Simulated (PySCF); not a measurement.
Converging GaC in the basis (PBE)

PySCF, UKS reference; quartet, unpaired electrons σ ↑, π ↑↑; De to Ga + C without counterpoise correction.

```
             basis                           relativity  functions  Re (Å)  ωe (cm⁻¹)  De (eV)  μ (D)
cc-pVDZ-PP/cc-pVDZ  scalar-relativistic core potentials         37   2.030        508     3.43  -1.97
          def2-SVP                        no relativity         46   2.010        536     3.57  -1.83
         def2-SVPD                        no relativity         58   2.011        532     3.61  -2.04
      x2c-TZVPPall                        spin-free X2C         79   2.006        525     3.54  -2.12
```

Question: How does each smaller set differ from the one with most functions, x2c-TZVPPall?

Answer: cc-pVDZ-PP/cc-pVDZ: +2.4 pm, -3.2 % in ωe, -0.11 eV in De; def2-SVP: +0.4 pm, +2.1 % in ωe, +0.03 eV in De; def2-SVPD: +0.5 pm, +1.3 % in ωe, +0.07 eV in De. All at PBE; the set with most functions is neither the basis-set limit nor always the best. The rows treat relativity differently, so the differences are not basis effects alone.

A positive dipole means Ga(−)C(+). Spin–orbit coupling is left out. The state was picked by a PBE0 search and need not be the measured ground state.
